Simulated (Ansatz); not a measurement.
WSe₂: single points at one geometry.

```yaml
crystal:
  periodic: [false, false, false]
  atoms:
    - {symbol: W, position_ang: [0.655948, -0.503329, -0.290459]}
    - {symbol: Se, position_ang: [-1.112669, -1.200662, 0.889460]}
    - {symbol: Se, position_ang: [0.456721, 1.703991, -0.599002]}
basis:
  gaussian: {orbitals: def2-TZVP, initial_orbitals: start.molden}
hamiltonian: {xc: pbe0, dispersion: d4}
scf: {omitted_lower_state_checks: [starts]}
output: {forces: true, orbitals: {seedname: orbitals}}
```

The file start.molden holds the orbitals of an earlier run on this structure, at another level or in another basis.

```sh
$ ansatz run in.yaml --threads 4 --pin off --events-out ev --progress --plain --max-ram 3916MiB
```

Output, abridged:

```
Functional definition: PBE0
1026 factors; integrals over basis functions are off by at most 1.2e-3 eV
mean field evaluation 1: about -132508.3368 eV, gradient 1.6e2 eV
mean field evaluation 2: about -132509.1328 eV, gradient 2.2e0 eV
mean field evaluation 4: about -132509.2624 eV, gradient 5.0e-1 eV
mean field evaluation 8: about -132509.2637 eV, gradient 4.4e-5 eV
mean field -132509.26365693 eV, -4869.6256213872 hartree, gradient 4.4e-5 eV, S^2 0.000000; 0 other end points of the search recorded, 0 dependent functions left out
reference -132509.26368133 eV, -4869.6256222839 hartree; 41, 41 occupied and 95, 95 virtual orbitals, 1026 factors
Total energy: -132509.36565372 eV, -4869.6293697004 hartree
Atom 0 at     0.655948    -0.503329    -0.290459 Å, force    -0.598507     0.462496     0.264397 eV/Å
Atom 1 at    -1.112669    -1.200662     0.889460 Å, force     0.523179     0.185229    -0.344969 eV/Å
Atom 2 at     0.456721     1.703991    -0.599002 Å, force     0.075329    -0.647725     0.080572 eV/Å
Dipole moment:     0.372788    -0.286168    -0.165051 e Å
Checks for a lower state left out: starts
```

It took 1.4 s on 4 threads of AMD EPYC 9R45 on a shared host.

The first input with `hamiltonian: {xc: {name: PBE-QIDH}}` and without the key `output` (abridged; 2 s):

```
Functional definition: PBE-QIDH
mean field -132478.68936809 eV, -4868.5020369965 hartree, gradient 2.1e-6 eV, S^2 0.000000; unrestricted orbitals would lower it
18 core orbitals not correlated: weight in the atoms' cores, before any rotation towards them, 1.000 or more for the frozen orbitals, at most 0.000 for the correlated occupied ones
second order -29.70242476 eV of doubles, -0.00000000 eV of singles
Total energy: -132488.59018615 eV, -4868.8658853491 hartree
Checks for a lower state left out: starts
```

Geometry: PBE-D4/def2-TZVP.

In the def2 sets W takes a core potential; there is no spin–orbit coupling. Correlated methods freeze 18 core orbitals; core or outer-core shells of W, Se are correlated, in sets that lack core-valence functions. At PBE0-D4/def2-TZVP, PBE-QIDH/def2-TZVP the restricted singlet (for correlated methods, its reference) is unstable: a solution with broken spin symmetry lies lower. The geometry of the singlet was relaxed on an unsound state (restricted singlet, unstable towards broken spin symmetry). At PBE0-D4/def2-TZVP a triplet of charge 0 lies 0.64 eV below the restricted singlet, each at its own geometry. The structure comes from a short search, and lower isomers may exist.
